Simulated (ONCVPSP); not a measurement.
Ne: one change to an ONCV potential, before and after

- Element: neon
- Generator: ONCVPSP 4.0.1
- Type: optimised norm-conserving Vanderbilt (ONCV)
- Functional: PW91
- Relativity: scalar-relativistic
- Frozen core: [He]
- Valence charge: 8
- Reference configuration: 2s2 2p6
- Partial waves: 2s: rc 0.65 bohr, ncon 5, nbas 10, qcut 8.7 1/bohr, 2 projectors, debl 3.6 Ha; 2p: rc 0.85 bohr, ncon 5, nbas 9, qcut 15.3 1/bohr, 1 projector; d scattering state at 0.13 Ha: rc 0.95 bohr, ncon 3, nbas 6, qcut 9.4 1/bohr, 2 projectors, debl 2.6 Ha
- Local potential: polynomial inside 0.65 bohr (lpopt 5, dvloc0 -1 Ha)
- Core correction: Teter function, fcfact 1.75, rcfact 1.15

Change: s: qcut 10.3.

Cutoffs: the cutoffs (Ha) at which the residual kinetic energy of the hardest occupied pseudo-wave falls to 1 and 0.1 mHa per electron; they do not see the model core or the augmentation charge, which bear on the density cutoff. Errors are all-electron minus pseudo energies relative to the spin-unpolarised reference configuration.

How do hardness, ghosts and transferability respond?

The potential gets softer (521 Ha and 683 Ha → 180 Ha and 623 Ha); of the 4 tests that both files solve, the error grows in 1 and shrinks in 1 by more than 15 % and 0.3 meV (median size 45.2 → 40.9 meV); neither file shows a bound ghost.

```csv
quantity,base,changed
"cutoff, loose",521 Ha,180 Ha
"cutoff, tight",683 Ha,623 Ha
loose cutoff by channel,"s 521 Ha, p 90 Ha","s 180 Ha, p 90 Ha"
bound ghosts,none,none
GHOST(+) flags under 300 eV,none,none
"error for 2s2 2p5, meV [ΔE 22.59 eV]",-1.2,-1.5
"error for 2s2 2p4, meV [ΔE 65.99 eV]",+11,+9.1
"error for 2s2 2p3, meV [ΔE 133.58 eV]",+79,+73
"error for 2s2 2p2, meV [ΔE 228.39 eV]",+302,+283
s: phases at 0.66 bohr within 0.05 rad from the reference energy up to (Ha; the scan ends near 5),to the end of the scan,to the end of the scan
p: phases at 0.86 bohr within 0.05 rad from the reference energy up to (Ha; the scan ends near 5),to the end of the scan,to the end of the scan
d: phases at 0.96 bohr within 0.05 rad from the reference energy up to (Ha; the scan ends near 5),to the end of the scan,to the end of the scan
"rms error of d²Exc/dni dnj with the model core, mHa",1.80,1.81
```
